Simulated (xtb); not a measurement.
In(Br)2(NH2) (Br2H2InN), SMILES [NH2][In]([Br])[Br]. All values are semi-empirical tight-binding results from xtb (GFN2-xTB unless named), good for trends rather than for accurate numbers. The structure is a stationary point at GFN2-xTB. The structure was generated by enumeration; whether it is a known compound was not checked. Other conformers were not sampled.

Optimised geometry:

Bond lengths (Å): In1–Br2 2.481, In1–Br3 2.481, In1–N4 2.051, N4–H5 1.015, N4–H6 1.015. Angles (°): Br2–In1–Br3 119.8, Br2–In1–N4 119.7, Br3–In1–N4 119.7, In1–N4–H5 112.3, In1–N4–H6 112.3, H5–N4–H6 107.6.

For metal compounds this method's bond lengths and energies can be far off.

```yaml
point_group_as_xtb_finds_it: Cs
orbital_gap: 2.70 eV
zero_point_energy: 15.4 kcal/mol
G − E(el) at 298.15 K (modified RRHO): -7.1 kcal/mol
```

Computed atomic charges and the Wiberg bond orders between heavy atoms:
charges (e) In1 0.24, Br2 -0.12, Br3 -0.12, N4 -0.38, H5 0.19, H6 0.19. Bond orders In1–Br2 1.02, In1–Br3 1.02, In1–N4 0.97.
